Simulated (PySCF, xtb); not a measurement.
Al(H)(Cl)(OMe) (CH4AlClO), SMILES C[O][AlH][Cl]. Other conformers were not sampled.

Harmonic wavenumbers (cm⁻¹) from xtb 6.7.1 with GFN2-xTB at its own minimum, in rising order: 7, 109, 194, 202, 448, 511, 603, 722, 1139, 1141, 1216, 1416, 1477, 1478, 1958, 2966, 2967, 2978.

### Question
What does PBE-D3(BJ)/def2-SVP run with PySCF give at its own minimum? (The exact figures need the calculation; the answer reports its results.)

### Answer
84, 92, 153, 261, 447, 500, 634, 733, 1140, 1146, 1200, 1422, 1424, 1428, 1968, 2920, 3000, 3007. Paired by order, the mean absolute difference is 28 cm⁻¹ and the zero-point energies are 30.8 and 30.8 kcal/mol.
